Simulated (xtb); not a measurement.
carbon monosulfide (CS), singlet, from a rough starting geometry; GFN2-xTB run with xtb.

The xtb input:
```
$ xtb mol.xyz --gfn 2 --opt vtight --json

# file mol.xyz
2

C     -0.01630993     0.01855661    -0.82653954
S     -0.02866062     0.00679666     0.80152489
```

What the program printed (banner, timings and long lists left out):

```
   ID    Z sym.   atoms
    1    6 C      1
    2   16 S      2

           -------------------------------------------------
          |                Calculation Setup                |
           -------------------------------------------------

           -------------------------------------------------
          |                 G F N 2 - x T B                 |
           -------------------------------------------------

          ...................................................
          :                      SETUP                      :
          :.................................................:
          :  # basis functions                  14          :
          :  # atomic orbitals                  13          :
          :  # shells                            5          :
          :  # electrons                        10          :
          :  max. iterations                   250          :
          :  Hamiltonian                  GFN2-xTB          :
          :  restarted?                      false          :
          :  GBSA solvation                  false          :
          :  PC potential                    false          :
          :  electronic temp.          300.0000000     K    :
          :  accuracy                    1.0000000          :
          :  -> integral cutoff          0.2500000E+02      :
          :  -> integral neglect         0.1000000E-07      :
          :  -> SCF convergence          0.1000000E-05 Eh   :
          :  -> wf. convergence          0.1000000E-03 e    :
          :  Broyden damping             0.4000000          :
          :  net charge                          0          :
          :  unpaired electrons                  0          :
          ...................................................

 iter      E             dE          RMSdq      gap      omega  full diag
   1     -5.2788997 -0.527890E+01  0.144E+01    3.10       0.0  T
   2     -5.2814283 -0.252859E-02  0.762E+00    3.02       1.0  T
   3     -5.2590214  0.224069E-01  0.344E+00    3.07       1.0  T
   4     -5.2677537 -0.873228E-02  0.419E+00    3.07       1.0  T
   5     -5.2748759 -0.712219E-02  0.238E+00    3.14       1.0  T
   6     -5.2818543 -0.697844E-02  0.116E+00    3.14       1.0  T
   7     -5.2841421 -0.228775E-02  0.429E-01    3.14       1.0  T
   8     -5.2844931 -0.351022E-03  0.474E-02    3.15       1.5  T
   9     -5.2844952 -0.211631E-05  0.277E-02    3.15       2.6  T
  10     -5.2844969 -0.165908E-05  0.210E-03    3.15      33.7  T
  11     -5.2844969 -0.493906E-08  0.122E-03    3.15      58.0  T
  12     -5.2844969 -0.252341E-08  0.391E-05    3.15    1810.8  T
  13     -5.2844969 -0.287503E-11  0.239E-06    3.15   29609.9  T

   *** convergence criteria satisfied after 13 iterations ***

         :::::::::::::::::::::::::::::::::::::::::::::::::::::
         ::                     SUMMARY                     ::
         :::::::::::::::::::::::::::::::::::::::::::::::::::::
         :: total energy              -5.257639070991 Eh    ::
         :: gradient norm              0.129242076938 Eh/a0 ::
         :: HOMO-LUMO gap              3.147968752602 eV    ::
         ::.................................................::
         :: SCC energy                -5.284496882622 Eh    ::
         :: -> isotropic ES           -0.014097075412 Eh    ::
         :: -> anisotropic ES          0.000041000525 Eh    ::
         :: -> anisotropic XC          0.005170453882 Eh    ::
         :: -> dispersion             -0.000606507680 Eh    ::
         :: repulsion energy           0.026857811631 Eh    ::
         :: add. restraining           0.000000000000 Eh    ::
         :: total charge              -0.000000000000 e     ::
         :::::::::::::::::::::::::::::::::::::::::::::::::::::

      -----------------------------------------------------------
     |                   =====================                   |
     |                        A N C O P T                        |
     |                   =====================                   |
     |               Approximate Normal Coordinate               |
     |                Rational Function Optimizer                |
      -----------------------------------------------------------
      -----------------------------------------------------------
     |                   =====================                   |
     |                        A N C O P T                        |
     |                   =====================                   |
     |               Approximate Normal Coordinate               |
     |                Rational Function Optimizer                |
      -----------------------------------------------------------

          ...................................................
          :                      SETUP                      :
          :.................................................:
          :   optimization level         verytight          :
          :   max. optcycles                   200          :
          :   ANC micro-cycles                  20          :
          :   degrees of freedom                 1          :
          :.................................................:
          :   RF solver                   davidson          :
          :   write xtbopt.log                true          :
          :   linear (good luck)              true          :
          :   energy convergence         0.1000000E-06 Eh   :
          :   grad. convergence          0.2000000E-03 Eh/α :
          :   maxmium RF displ.          1.0000000          :
          :   Hlow (freq-cutoff)         0.1000000E-01      :
          :   Hmax (freq-cutoff)         5.0000000          :
          :   S6 in model hess.         20.0000000          :
          ...................................................

generating ANC from exact Hessian ...
Using Lindh-Hessian (1995)
 Shifting diagonal of input Hessian by    0.0000000000000000
[...]
 * total energy  :    -5.2576391 Eh     change       -0.1776357E-14 Eh
 * total energy  :    -5.2663154 Eh     change       -0.8676299E-02 Eh
 * total energy  :    -5.2676481 Eh     change       -0.1332692E-02 Eh
 * total energy  :    -5.2679896 Eh     change       -0.3415558E-03 Eh
 * total energy  :    -5.2679957 Eh     change       -0.6035784E-05 Eh
 * total energy  :    -5.2679957 Eh     change       -0.1399472E-07 Eh
   *** GEOMETRY OPTIMIZATION CONVERGED AFTER 6 ITERATIONS ***
[...]
           -------------------------------------------------

          ...................................................
          :                      SETUP                      :
          :.................................................:
          :  # basis functions                  14          :
          :  # atomic orbitals                  13          :
          :  # shells                            5          :
          :  # electrons                        10          :
          :  max. iterations                   250          :
          :  Hamiltonian                  GFN2-xTB          :
          :  restarted?                      false          :
          :  GBSA solvation                  false          :
          :  PC potential                    false          :
          :  electronic temp.          300.0000000     K    :
          :  accuracy                    1.0000000          :
          :  -> integral cutoff          0.2500000E+02      :
          :  -> integral neglect         0.1000000E-07      :
          :  -> SCF convergence          0.1000000E-05 Eh   :
          :  -> wf. convergence          0.1000000E-03 e    :
          :  Broyden damping             0.4000000          :
          :  net charge                          0          :
          :  unpaired electrons                  0          :
          ...................................................

 iter      E             dE          RMSdq      gap      omega  full diag
   1     -5.3227247 -0.532272E+01  0.614E-06    3.40       0.0  T
   2     -5.3227247  0.142109E-13  0.443E-06    3.40   15952.3  T
   3     -5.3227247 -0.888178E-15  0.468E-06    3.40   15107.9  T

   *** convergence criteria satisfied after 3 iterations ***

         :::::::::::::::::::::::::::::::::::::::::::::::::::::
         ::                     SUMMARY                     ::
         :::::::::::::::::::::::::::::::::::::::::::::::::::::
         :: total energy              -5.267995667881 Eh    ::
         :: gradient norm              0.000107800757 Eh/a0 ::
         :: HOMO-LUMO gap              3.396113119455 eV    ::
         ::.................................................::
         :: SCC energy                -5.322724735061 Eh    ::
         :: -> isotropic ES           -0.010088934315 Eh    ::
         :: -> anisotropic ES          0.000124046759 Eh    ::
         :: -> anisotropic XC          0.005450422341 Eh    ::
         :: -> dispersion             -0.000606917506 Eh    ::
         :: repulsion energy           0.054729067181 Eh    ::
         :: add. restraining           0.000000000000 Eh    ::
         :: total charge               0.000000000000 e     ::
         :::::::::::::::::::::::::::::::::::::::::::::::::::::

           -------------------------------------------------
          |                Property Printout                |
           -------------------------------------------------

    * Orbital Energies and Occupations

         #    Occupation            Energy/Eh            Energy/eV
      -------------------------------------------------------------
         1        2.0000           -0.7547308             -20.5373
         2        2.0000           -0.5854930             -15.9321
         3        2.0000           -0.4727859             -12.8652
         4        2.0000           -0.4727859             -12.8652
         5        2.0000           -0.4377256             -11.9111 (HOMO)
         6                         -0.3129208              -8.5150 (LUMO)
         7                         -0.3129208              -8.5150
         8                         -0.1087384              -2.9589
         9                         -0.0422372              -1.1493
        10                         -0.0422372              -1.1493
        11                          0.0599428               1.6311
        12                          0.0599428               1.6311
        13                          0.9420554              25.6346
      -------------------------------------------------------------
                  HL-Gap            0.1248049 Eh            3.3961 eV
             Fermi-level           -0.3753232 Eh          -10.2131 eV

     #   Z          covCN         q      C6AA      α(0)
     1   6 C        0.976    -0.114    39.544    10.560
     2  16 S        0.976     0.114   134.633    19.625

 Mol. C6AA /au·bohr⁶  :        319.995223
 Mol. C8AA /au·bohr⁸  :      13228.388617
 Mol. α(0) /au        :         30.185033

Wiberg/Mayer (AO) data.
largest (>0.10) Wiberg bond orders for each atom

 ---------------------------------------------------------------------------
     #   Z sym  total        # sym  WBO       # sym  WBO       # sym  WBO
 ---------------------------------------------------------------------------
     1   6 C    2.820 --     2 S    2.820
     2  16 S    2.820 --     1 C    2.820
 ---------------------------------------------------------------------------

Topologies differ in total number of bonds
Writing topology from bond orders to xtbtopo.mol

molecular dipole:
                 x           y           z       tot (Debye)
 q only:       -0.002      -0.002       0.328
   full:       -0.004      -0.004       0.592       1.505
molecular quadrupole (traceless):
                xx          xy          yy          xz          yz          zz
 q only:        0.008       0.000       0.008      -0.021       0.012      -0.016
  q+dip:        0.145       0.000       0.145      -0.035       0.024      -0.290
   full:        0.939      -0.000       0.938      -0.017       0.041      -1.877

optimized geometry written to: xtbopt.xyz

           -------------------------------------------------
          | TOTAL ENERGY               -5.267995667881 Eh   |
          | GRADIENT NORM               0.000107800757 Eh/α |
          | HOMO-LUMO GAP               3.396113119455 eV   |
           -------------------------------------------------
```
